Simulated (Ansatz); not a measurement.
Molecule: ZrF₃ (charge 0, doublet). The spin state was set by rule; other spins were not relaxed. SMILES of the parent species: [F][Zr]([F])[F]
Coordinates optimised at B3LYP-D3(BJ)/def2-TZVP (Ansatz, a program for electronic structure):
```
Zr
F 1 1.9148
F 1 1.9148 2 120.00
F 1 1.9148 2 120.00 3 -180.00
```
Charge 0, spin multiplicity 2.

Give the harmonic wavenumbers at B3LYP-D3(BJ)/def2-TZVP (Ansatz, finite differences of forces, unscaled).

68, 156, 156, 629, 666, 666 cm⁻¹. Zero-point energy 3.3 kcal/mol.

From these and the geometry, give the ideal-gas thermochemistry at 298.15 K and 1 atm (rigid rotor, harmonic oscillator).

Point group D3h, rotational symmetry number 6. Rotational constants 4.837, 4.837, 2.418 GHz. S(trans) 40.89, S(rot) 22.58, S(vib) 10.50, S(elec, spin only) 1.38, S 75.4 cal/(mol K). H(298) - H(0) 3.91 kcal/mol; G - E(el) -15.2 kcal/mol.
